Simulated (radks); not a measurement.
The silicon anion Si4-, [Ar], held by a Watson sphere: a shell of charge +4 at radius R that stands for the Madelung well of a crystal (potential energy -4/R inside, -4/r outside, in hartree with lengths in bohr). Method: non-relativistic Kohn-Sham, LDA (Slater exchange, VWN5 correlation), spin-polarised, spherical densities, point nucleus; computed with a radial shooting solver on a logarithmic mesh with Libxc functionals. Response by self-consistent Sternheimer equations with the Hartree and adiabatic LDA kernel. The sphere does not respond.

R (bohr)  e(2p) (eV)  e(3s) (eV)  e(3p) (eV)  <r> 3p (bohr)  sum of <r^2> (bohr^2)  X-ray form factor at sin(theta)/lambda = 0.2 1/angstrom  alpha (bohr^3)
1.85         -93.959     -15.979      -8.281          2.313                  49.74                                                   10.454           30.23
2.32         -92.153     -14.115      -7.395          2.562                  59.56                                                    9.962           42.33
3.05         -92.002     -11.756      -6.011          2.962                  77.32                                                    9.531           73.87
3.28         -92.093     -11.169      -5.619          3.089                  83.42                                                    9.471           88.09
3.5          -92.181     -10.672      -5.269          3.212                  89.48                                                    9.439           104.1
4.07         -92.359      -9.646      -4.485          3.533                  106.2                                                    9.438           159.4
4.24         -92.395      -9.406      -4.285          3.630                  111.6                                                    9.451           180.4
4.48         -92.436      -9.110      -4.026          3.769                  119.4                                                    9.475           214.1
